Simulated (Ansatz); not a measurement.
Cartesian coordinates in Å:
```
C 1.6109 -0.6794 0.1821
O 0.2904 -0.3053 -0.1515
C -0.7125 -0.5827 0.8577
Al -2.1875 0.5617 0.1126
Ga -0.4141 1.3652 -1.4325
H 1.6584 -1.7546 0.3812
H 1.9553 -0.1318 1.0663
H 2.2493 -0.4376 -0.6675
H -0.8453 -1.6684 0.9360
H -0.3437 -0.2298 1.8324
H -3.6577 0.5426 0.7264
H -0.1550 0.7894 -2.8798
H 0.5515 2.5308 -0.9634
```

Charge 0, multiplicity 1.

List the r2SCAN/def2-TZVPP orbital energies in eV (the Gaussian-basis code of Ansatz). (An estimate is asked.)

Ansatz gave: Occupied: -10121.29, -1516.79, -1243.50, -1099.92, -1099.85, -1099.83, -517.12, -274.70, -273.97, -147.04, -110.30, -99.96, -99.72, -99.69, -70.66, -70.42, -70.38, -28.01, -19.57, -19.49, -19.42, -19.36, -19.30, -19.06, -16.73, -13.11, -12.58, -12.42, -10.52, -10.31, -9.47, -8.94, -7.47, -7.07, -6.69, -5.42. Lowest empty: -2.04, -0.89, -0.12, 0.56, 1.29, 1.89, 2.20, 2.30.
